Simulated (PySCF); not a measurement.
**Correlation energy of Ir⁺ (iridium, charge +1)**

[Xe] 4f14 5d7 6s1, high-spin 5F determinant. All numbers are calculated (PySCF 2.14, a scalar-relativistic core potential, in def2-SVP with the def2 core potential (60 electrons) (6s3p2d1f, 32 functions)). Frozen: 5s2 5p6; 8 electrons correlated.

MP2 pair energies summed by pair of shells (mhartree):

```json
{"pair": "5d-5d", "energy": "-89.11", "share (%)": "76.3"}
{"pair": "5d-6s", "energy": "-27.68", "share (%)": "23.7"}
```

Total MP2 correlation energy: -116.80 mhartree.

Same-spin part -53.54 and opposite-spin part -63.26 mhartree; SCS-MP2 scales them by 1/3 and 6/5 to -93.75 mhartree.
